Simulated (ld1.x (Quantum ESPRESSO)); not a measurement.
**Reading a pseudo-wave (carbon)**

Columns: radius, all-electron u(r) and pseudo u(r) of the 2p shell (level -31.77 eV) of carbon in the configuration [He] 2s2 2p0; PBE, non-relativistic, RRKJ scheme, ld1.x (Quantum ESPRESSO) 7.5.

```tsv
r (bohr)	all-electron	pseudo
0.082	0.0449	0.0210
0.165	0.1448	0.0827
0.248	0.2641	0.1781
0.330	0.3822	0.2948
0.413	0.4923	0.4228
0.495	0.5868	0.5460
0.578	0.6660	0.6563
0.660	0.7284	0.7433
0.742	0.7768	0.8055
0.825	0.8119	0.8440
0.908	0.8336	0.8615
0.990	0.8432	0.8634
1.072	0.8425	0.8545
1.155	0.8326	0.8383
1.238	0.8152	0.8171
1.320	0.7920	0.7924
1.402	0.7642	0.7642
1.485	0.7326	0.7326
1.568	0.6984	0.6984
1.650	0.6632	0.6632
1.733	0.6267	0.6267
1.815	0.5905	0.5905
1.898	0.5542	0.5542
1.980	0.5190	0.5190
2.062	0.4848	0.4848
2.145	0.4514	0.4514
```

Q: How many radial nodes do the two functions have?

A: The all-electron 2p function has n − l − 1 = 0; the pseudo-wave has 0.

Q: At about which radius was the pseudo-wave matched?

A: 1.50 bohr. The columns agree to 0.0005 from 1.32 bohr on; several derivatives are matched, so the curves merge somewhat inside the radius.

Q: Is the pseudo-wave norm-conserving?

A: Yes: the RRKJ scheme keeps the norm inside the radius equal to the all-electron one, which fixes the energy derivative of the logarithmic derivative at the level.
